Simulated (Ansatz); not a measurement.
A barrier at the coupled-cluster level

Start structure (BH3ClO2F, closed shell), relaxed at PBE0-D4/def2-TZVP:

B1  (-0.403, -0.238, -0.688)
Cl2  (1.222, -0.827, -0.152)
O3  (-0.496, 0.835, -1.489)
O4  (-1.513, -0.884, -0.297)
H5  (1.214, 0.455, 1.693)
F6  (0.988, 1.053, 2.365)
H7  (0.344, 1.240, -1.713)
H8  (-1.355, -1.634, 0.280)
(Å)

The step: BH₂ClO₂ ([OH][B]([OH])[Cl]) + HF → BH₂O₂F ([OH][B]([OH])[F]) + HCl; bonds formed: B1–F6, Cl2–H5; bonds broken: B1–Cl2, H5–F6. Program: Ansatz 0.2.0. Basis: def2-TZVPP and def2-QZVPP. Cores are frozen in the correlated methods. Extrapolation: Hartree–Fock as exp(−7.88 √X), correlation as X^−2.97. Energies below are by CCSD(T) at an estimated basis limit (MP2 extrapolated from triple and quadruple zeta, plus CCSD(T) − MP2 in triple zeta).

What are the electronic barrier and the energy of the step, from the start structure to the end structure? (To be estimated.)

The calculation gives: Barrier 107.2 kJ/mol; step energy -49.2 kJ/mol (downhill); reverse barrier, their difference, 156.3 kJ/mol. Barrier and step energy count from the start structure, the reverse barrier from the end structure.

The saddle point: One imaginary mode of 663i cm⁻¹.
| pair | start (Å) | saddle (Å) | end (Å) |
| --- | --- | --- | --- |
| B1–F6 | 3.59 | 1.64 | 1.36 |
| Cl2–H5 | 2.25 | 1.61 | 1.28 |
| B1–Cl2 | 1.81 | 2.17 | 4.26 |
| H5–F6 | 0.93 | 1.09 | 2.04 |

Zero-point energy (harmonic, PBE0-D4): ZPE is 122.6 kJ/mol at the start and 113.9 kJ/mol at the saddle, so the barrier goes from 107.2 to 98.4 kJ/mol.

The T1 diagnostic stays at or below 0.012.

Labels in which every atom is bracketed show which atoms are joined, not bond orders.

For scale, one of the runs: CCSD(T)/def2-TZVPP, 208 basis functions, launched by `ansatz run in.yaml --threads 4 --pin off --events-out ev --progress --plain --max-ram 9574MiB`. Hardware: 4 CPU threads of an Arm Neoverse V2, shared host. Wall time 67 s; peak host memory 3 GiB.
